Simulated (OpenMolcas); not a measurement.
Fe2+ with 5 ligands (fluoride, oxide on the axis) in square pyramidal coordination (C4v) at 2.03 Å, the axial distance 2.095 Å. A charge of +0.8 e stands 2.4 Å behind each ligand. Ligand basis ANO-RCC-VDZP.
```
Fe    0.0000    0.0000    0.0000
F     2.0300    0.0000    0.0000
F     0.0000    2.0300    0.0000
F    -2.0300    0.0000    0.0000
F     0.0000   -2.0300    0.0000
O     0.0000    0.0000    2.0950
```

| Item | Value |
| --- | --- |
| Program | OpenMolcas 26.06 |
| Method | SS-CASPT2, IPEA 0.25 Eh, imaginary shift 0.1 Eh (closed shells correlated: 3s 3p and the ligand valence shells) |
| Basis | ANO-RCC-VDZP [5s4p2d1f] |
| Scalar Hamiltonian | DKH2, point nucleus |
| Active space | 6 electrons in 5 orbitals (3d) |
| State averaging | 2S+1 = 5 even, 5 roots; 2S+1 = 3 even, 45 roots; 2S+1 = 1 even, 50 roots |
| Spin-orbit coupling | RASSI with atomic mean-field integrals over the reference wave functions |

(1) What is the spin-free ground state?

(2) Where is the first state of the same spin?

(3) What are the lowest two levels with spin-orbit coupling?

(4) What is χT at 300 K, and how does it compare with the textbook value?

Answers

(1) A state of multiplicity 5, 2-fold in its orbital part, 100 % from free-ion D terms; it has the highest spin that d6 allows.

(2) A 1-fold state lies at 452 cm-1 above the ground state. The two act as a nearly degenerate pair, with unquenched orbital momentum.

(3) A 2-fold level with g = 0.00, 0.00, 9.11, then a 1-fold level 24 cm-1 above it. Their leading multiplicities are 5 (100 %) and 5 (100 %).

(4) The lowest level has 2S+1 = 5, for which the spin-only value is χT = S(S+1) / 2 = 3.000 cm3 K/mol (g = 2). The computed 4.146 at 300 K differs by +1.146, through orbital momentum, spin-orbit coupling and any other state in reach.

Roots that are degenerate in the reference are averaged as groups; the widest CASPT2 spread within a group is 10 cm-1 (the 2-fold group of multiplicity 5 near 0 cm-1 above the lowest state of its run). Shifts and gaps below about the spread of the groups concerned are not significant. Over all roots computed the reference weight is 0.69 to 0.72; a low but even weight reflects the number of correlated electrons. An orbital doublet at a regular site is open to a Jahn-Teller distortion, which this geometry leaves out. A single d shell leaves out the double-shell effect, which counts most for late 3d ions, where the CASPT2 field can be off either way by tens of per cent. Ligand-to-metal charge-transfer states are missing. For late 3d ions with one d shell CASPT2 can put B and the spin-flip bands somewhat low as well as high. Free-ion shares, where given, are those of the reference states; single-state CASPT2 does not remix them. No measured value stands beside these numbers; the geometry is a model, was not optimised and need not be the one that this ion takes.

With an even number of electrons the g values are those of a degenerate or nearly degenerate non-Kramers pair.
